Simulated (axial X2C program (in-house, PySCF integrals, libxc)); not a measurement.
Potential curves of RuSi⁺, 2c

Computed with an axial X2C code built on PySCF integrals. Two-component (2c) means X2C with spin–orbit coupling and atomic mean-field two-electron Coulomb and Gaunt terms. Basis: Ru dyall-cv3z [12s12p8d5f3g], Si dyall-v3z [8s7p2d1f] (cores contracted in-house); Gaussian nuclei, density fitting, unrestricted open shells. Masses: Ru 101.904 u, Si 27.977 u.

State: Ω = 5/2 (⟨Sz⟩ = 0.50, ⟨Lz⟩ = 2.00 at PBE0). Energies in eV from the lowest point of each curve. Fits are polynomials in 1 − R0/R over 0.85 to 1.23 times the lowest point R0.

```tsv
R (Å)	PBE0	r2SCAN
1.8026	1.0996	1.1810
1.8855	0.4377	0.4854
1.9477	0.1634	0.1897
2.0098	0.0295	0.0397
2.0720	0.0000	0.0000
2.1445	0.0592	0.0560
2.2170	0.1869	0.1893
2.3103	0.4128	0.4313
2.4242	0.7379	0.7799
2.5900	1.2390	1.3106
```

Density functionals use the spin component along the axis (collinear). Without a current term, density functionals place determinants with orbital angular momentum somewhat too high. The state is one determinant with fixed occupations, lowest in a PBE0 search at one distance only: followed along the bond, the spin-free determinant M_S = 3/2, Λ = 0 reaches 0.04 eV lower at PBE0, at Re = 2.140 Å, so the state shown is not the lowest. At some level and bond length an empty orbital lies below a filled one. The determinant is spin-polarised beyond a pure state at some levels (its spin-free form has ⟨S²⟩ too high), which makes Re and μ there less reliable.

Task: Fit the PBE0 curve near its minimum: give the equilibrium distance and the harmonic wavenumber.

Result: At PBE0, 2c: Re = 2.062 Å, ωe ≈ 504 cm⁻¹; Be follows as 0.181 cm⁻¹.

Task: What are Re and ωe at the r2SCAN level?

Result: At r2SCAN, 2c: Re = 2.068 Å, ωe ≈ 518 cm⁻¹; Be follows as 0.18 cm⁻¹.
